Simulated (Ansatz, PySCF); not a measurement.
Breaking a bond: PH, triplet.

Methods: UHF/aug-cc-pVDZ (Ansatz, a quantum-chemistry and plane-wave program); ROCCSD(T) = CCSD(T) on ROHF/aug-cc-pVDZ, frozen core run with Ansatz; UHF/LANL2DZ = PySCF with unrestricted Hartree-Fock/LANL2DZ, with its core potentials past Ne.

Energies are in kcal/mol, each relative to the lowest point of its own curve near equilibrium.

```
R / Å   UHF  ROCCSD(T)  UHF/LANL2DZ
-----  ----  ---------  -----------
1.07   58.9       61.4         60.7
1.13   36.5       38.7         38.2
1.23   13.4       15.0         14.8
1.26    9.1       10.5         10.4
1.33    2.7        3.6          3.6
1.39    0.3        0.7          0.7
1.43    0.0        0.0          0.0
1.48    0.7        0.2          0.2
1.52    2.0        1.0          1.0
1.56    3.8        2.4          2.3
1.66      ?        7.3          7.0
1.73   15.2       11.5         11.0
1.89      ?       22.3            ?
2.12   39.7       37.2            ?
2.36   45.2       49.3            ?
2.59   47.5       57.0         33.4
2.85   48.6          —         34.4
3.15   49.1          —         35.0
3.53   49.3          —         35.2
3.92   49.4          —            ?
4.29   49.4          —         35.4
4.97   49.4          —         35.4
5.72   49.4          —         35.4
```

Problem. Some entries are withheld; supply them.

Solution. 
- 1.66, UHF: 10.0
- 1.89, UHF: 27.7
- 1.89, UHF/LANL2DZ: 19.7
- 2.12, UHF/LANL2DZ: 27.6
- 2.36, UHF/LANL2DZ: 31.6
- 3.92, UHF/LANL2DZ: 35.3

A dash means that the run gave no value there, or that the column was ended at a point which the program doubted or which failed a test of continuity chosen for this set; such a test can also cut sound points.

The unrestricted determinant behind UHF, UHF/LANL2DZ is spin-contaminated at 1.89 to 5.72 Å (<S²> up to 3.0, against 2.00 for a pure triplet). The T1 diagnostic of CCSD on the restricted reference of ROCCSD(T) exceeds 0.045 at 2.12 to 2.59 Å.
